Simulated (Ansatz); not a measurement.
Frontier orbitals of C7H9FeO4P, SMILES `C[P+](C)(C)[Fe-5]([C]#[O+])([C]#[O+])([C]#[O+])[C]#[O+]`.

```
atom   x (Å)   y (Å)   z (Å)
  C1  -0.219   0.570  -2.047
  P2  -0.028  -0.344  -0.482
  C3   1.344  -1.474  -0.878
  C4  -1.459  -1.473  -0.517
 Fe5   0.140   0.910   1.327
  C6  -1.464   1.546   0.903
  O7  -2.496   1.938   0.607
  C8   1.741   0.202   1.652
  O9   2.767  -0.257   1.853
 C10  -0.475   0.286   2.866
 O11  -0.866  -0.094   3.872
 C12   0.854   2.525   1.193
 O13   1.311   3.572   1.132
 H14  -0.321  -0.110  -2.897
 H15   0.653   1.209  -2.195
 H16  -1.101   1.209  -1.991
 H17   1.494  -2.177  -0.057
 H18   1.128  -2.030  -1.792
 H19   2.266  -0.907  -1.012
 H20  -1.495  -2.044  -1.448
 H21  -2.381  -0.898  -0.414
 H22  -1.392  -2.159   0.328
```

Total charge 0; spin multiplicity 1. Correlated methods include outer-core shells of Fe, which these sets cover unevenly. Scalar relativity is left out up to krypton. All single points use the PBE0-D4/def2-TZVP geometry. It is one conformer, not always the lowest. Basis def2-TZVPP, the Gaussian-basis code of Ansatz.

Orbital energies of one run (eV). Highest occupied ones, from the top: -5.06, -5.15, -6.37, -6.62, -7.77, -8.80, -8.81, -9.65, -9.97, -10.07, -10.28, -10.38, -10.46, -10.48. Empty: -1.39, -1.17, -1.09, -1.08, -1.01, -0.62.

(1) Which functional gave them?
A. LC-ωPBE
B. HSE06 (plane-wave form)
C. revPBE
D. CAM-B3LYP

## Answers

(1) C. HOMO energies: revPBE -5.06, CAM-B3LYP -7.48, LC-ωPBE -8.69, HSE06 -5.87 eV.

LC-ωPBE has ω = 0.4 bohr⁻¹.
